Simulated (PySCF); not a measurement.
**Property card for `C[C@@H]1C[SiH2]N[Si@H]1N(C)C`**

Compound: C5H16N2Si2.
Atom-mapped SMILES: `[CH3:1][C@@H:2]1[CH2:3][SiH2:4][NH:5][Si@H:6]1[N:7]([CH3:8])[CH3:9]` (hydrogens: H10, H11, H12 on C1; H13 on C2; H14, H15 on C3; H16, H17 on Si4; H18 on N5; H19 on Si6; H20, H21, H22 on C8; H23, H24, H25 on C9)

Structural features include: Si–H bond and C–Si bond.

PBE0-D3(BJ)/def2-SVP geometry optimisation, gas phase (PySCF):

```
Point group                  : C1
Rotational constants A, B, C : 1.680, 0.844, 0.659 GHz
```

PBE0/def2-SVPD ground state, ΔSCF and vertical TDDFT (core frozen in the response) (PySCF):

```
Dipole moment                                                     : 0.87 D
HOMO energy                                                       : -6.17 eV
LUMO energy                                                       : 0.45 eV
HOMO–LUMO gap                                                     : 6.62 eV
Lowest singlet excitation                                         : 5.59 eV (222 nm, f = 0.008)
Strongest line among the 10 lowest singlet transitions            : S2 at 5.77 eV (215 nm, f = 0.035)
Lowest triplet excitation (Tamm–Dancoff)                          : 5.48 eV
Static isotropic polarisability                                   : 126.5 au
Vertical ionisation energy                                        : 7.82 eV
Electronic spatial extent ⟨r²⟩ about the centre of nuclear charge : 1939 bohr²
```

KT3/pcSseg-1 ground state and GIAO shieldings, non-relativistic (PySCF):

```
13C chemical shifts (computed TMS as zero) by class         : 38.2 (C8/C9), 20.0 (C1), 19.5 (C2), 16.8 (C3) ppm
1H chemical shifts (computed TMS as zero) by class          : 4.89 (H16), 4.76 (H17), 4.64 (H19), 2.60 (H20/H21/H22/H23/H24/H25), 1.09 (H10/H11/H12), 1.06 (H15), 0.71 (H13), 0.69 (H14), -0.04 (H18) ppm
Isotropic shieldings of nuclei other than C and H, by class : 226 (N7), 233 (N5), 369 (Si6), 395 (Si4) ppm
```

Monoisotopic mass from the formula: 160.0852 u.

The polarisability is 18.75 Å³ as a volume (1 au = 0.148185 Å³), or 1.44 au for each of the 88 electrons. The 10 singlets span 5.59 to 7.05 eV, and their oscillator strengths add up to 0.12. No computed singlet falls in the visible range (750 to 380 nm, 1.65 to 3.26 eV); S1 lies 2.33 eV above its blue end. S1 lies 1.03 eV below the HOMO–LUMO gap; its leading configuration is HOMO→LUMO, weight 0.75. The principal polarisabilities are 110.2, 124.9 and 144.4 au; their mean is the isotropic value.

One conformer (not necessarily the lowest) at the PBE0-D3(BJ)/def2-SVP geometry, without solvent or vibrations. NMR classes are plain means over equivalent atoms (diastereotopic ones count apart unless rotation or inversion swaps them), as if these changed places fast; in this geometry the members of some classes differ.

For the TDDFT job (PBE0/def2-SVPD), time: 5.3 min; peak memory 1.4 GiB. Hardware: one thread of an Arm Neoverse V2, shared host.
